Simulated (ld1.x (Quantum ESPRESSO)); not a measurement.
# How hard is this phosphorus TM potential?

```
Element                 : P
Generator               : ld1.x (Quantum ESPRESSO) 7.5
Type                    : norm-conserving Troullier–Martins (Kleinman–Bylander form)
Functional              : Wu–Cohen
Relativity              : scalar-relativistic
Frozen core             : [Ne]
Valence charge          : 5
Reference configuration : 3s2 3p2 (charge +1)
Partial waves           : 3s (bound): rc 1.70 bohr; 3p (bound): rc 1.60 bohr
Local potential         : all-electron potential smoothed inside 1.65 bohr (lloc = -2)
Core correction         : a·sin(br)/r model core, default radius (core density twice the valence density)
```

The pseudo-atom Hamiltonian at the reference potential is diagonalised in spherical Bessel functions j_l(qr) that vanish at 20 bohr, with q² up to the cutoff. All-electron valence levels (Ry): 3s -1.7095, 3p -1.0435.

Problem. How do the lowest levels (Ry) of each channel move with the cutoff, and are there ghosts?

Solution.

```tsv
cutoff (Ry)	s #1	p #1	d #1	f #1	f #2	Σ f·Δε (mRy)
8	-1.6407	-1.0386	-0.2371	-0.0498	0.0481	148.3
12	-1.6873	-1.0426	-0.2404	-0.0498	0.0481	47.0
21	-1.7054	-1.0433	-0.2413	-0.0498	0.0481	9.4
30	-1.7062	-1.0436	-0.2413	-0.0498	0.0481	7.2
45	-1.7093	-1.0437	-0.2413	-0.0498	0.0481	0.9
55	-1.7096	-1.0437	-0.2413	-0.0498	0.0481	0.3
400	-1.7097	-1.0437	-0.2413	-0.0498	0.0481	0.0
```

Result: no extra level below or beside the all-electron valence levels (s, p, d, f tested); 10 mRy is reached at 21 Ry and 1 mRy at 45 Ry.
